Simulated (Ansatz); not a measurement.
`N=C(N)BO`, charge 0, multiplicity 1.

Q: Give a relaxed structure at PBE0-D4/def2-TZVP (Ansatz). (Estimate.)

A: Computed: 
Cartesian coordinates in Å:
```
N 0.463 -1.475 1.000
C -0.003 -0.540 0.256
N -1.070 -0.628 -0.595
B 0.714 0.862 0.344
O 0.287 1.823 -0.511
H -0.048 -2.353 0.872
H -1.233 0.123 -1.243
H -1.466 -1.525 -0.821
H 1.599 1.059 1.122
H 0.758 2.654 -0.423
```
This is one stationary point; other conformers may exist.
